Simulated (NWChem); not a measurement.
# NbOCl$_{3}$; SMILES [Cl][Nb]([Cl])(=[O])[Cl]

All runs: NWChem. Medium grid unless said otherwise, to which SCAN and Minnesota functionals are sensitive. Coordinates come from a PBE0/def2-SVP optimisation. def2 effective core potentials on Nb; no spin-orbit coupling. Hybrids' shares of exact exchange are those that their runs print; pure functionals count as 0. The functionals differ in more than this share.

```csv
row,share of exact exchange,orbital gap (eV)
PBE/def2-SVP,0.00,4.39
"LDA (Slater exchange, PW92)/def2-SVP",0.00,4.37
B3LYP/def2-SVP,0.20,withheld
M06/def2-SVP,0.27,6.42
MPW1K/def2-SVP,0.43,8.07
M06-2X/def2-SVP,0.54,8.69
```

Task: Fit a straight line of the last column on the one before it, predict the withheld value, and compare with the run.

Result: 
1. Means of the 5 shown rows: x = 0.248, y = 6.388. Slope Σ(x − x̄)(y − ȳ)/Σ(x − x̄)² = 1.975/0.2419 = 8.165; intercept 4.363.
2. The shown rows scatter about the line by 0.116 (root mean square); the largest residual is +0.20, at MPW1K/def2-SVP.
3. At x = 0.20 (B3LYP/def2-SVP; inside the shown range) the line gives 6.00.
4. The run gives 6.04, +0.04 from the line, 0.3 times the scatter.
